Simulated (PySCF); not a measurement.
H2Mo, SMILES [MoH2] (connectivity only; charge and spin as stated), neutral, multiplicity 5. The structure is a stationary point at r2SCAN-D4/def2-TZVPD. The multiplicity is an assumed one; other spin states were not compared. The def2 effective core potentials stand for the cores of Mo; spin–orbit coupling is left out.

Computed with r2SCAN-D4/def2-TZVPD (PySCF).

Harmonic wavenumbers (cm⁻¹): 586, 1824, 1834. Rotational constants (GHz): 262.6, 129.3, 86.64; symmetry number 2.

Problem. Work out the zero-point energy and the ideal-gas rigid-rotor harmonic-oscillator thermochemistry at 298.15 K and 1 atm.

Solution. ZPE = ½ Σ hcν = ½ × 4244 cm⁻¹ = 25.39 kJ/mol. H − E(el) = 35.75 kJ/mol. Entropy in J/(mol K): translation 165.92, rotation 58.48, vibration 2.01, spin 13.38, total 239.79. G − E(el) = -35.75 kJ/mol. Cp = 37.89 J/(mol K).
